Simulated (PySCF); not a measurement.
**Nuclear quadrupole coupling in `O=CC#CC(=O)[O-]`**

Species: C4HO3 (charge -1).
Structure used (GFN2-xTB), in Å, numbered top down from 1:
```xyz
8
C4HO3 angstrom
O      2.745   -0.973   -0.092
C      1.982   -0.247    0.520
C      0.613   -0.043    0.301
C     -0.553    0.242    0.083
C     -2.065    0.251    0.213
O     -2.752    1.022   -0.437
O     -2.329   -0.618    1.058
H      2.369    0.377    1.364
```

Field gradients from the PBE0/pcSseg-1 density (PySCF, non-relativistic), principal values in atomic units, ordered |Vxx| ≤ |Vyy| ≤ |Vzz|:

```
atom     Vxx     Vyy      Vzz
  O1  0.6995  1.2911  -1.9906
  O6  0.4962  0.8972  -1.3934
  O7  0.2000  0.8726  -1.0725
```

Question: Find the asymmetry η = (Vxx − Vyy)/Vzz and the couplings χ = eQV/h (234.96 MHz × Q in barn × V in au), with Q(17O) = −0.0256 b.

Answer: 
```csv
atom,environment,nucleus,η,χzz (MHz),χxx (MHz),χyy (MHz)
O1,aldehyde oxygen,17O,0.30,11.97,-4.21,-7.77
O6,carboxylate oxygen,17O,0.29,8.38,-2.98,-5.40
O7,carboxylate oxygen,17O,0.63,6.45,-1.20,-5.25
```

The tensor is traceless: Vxx + Vyy + Vzz = 0.

Question: What is Vzz at O7 in SI units (1 au = 9.71736 × 10²¹ V/m²)?

Answer: -1.0725 au = -10.422 × 10²¹ V/m².

Isolated species at its GFN2-xTB geometry (one conformer only). The pcSseg-1 basis has no diffuse functions, a weakness for an anion. GFN2-xTB bond lengths can be off by several hundredths of an ångström, more for odd bonds, and the gradients follow them. A larger basis could move these couplings by a tenth or more.

The run behind these numbers computed NMR shieldings as well. Time: 8.7 s; peak memory 0.57 GiB. Hardware: an Arm Neoverse V1 with one thread (shared host).
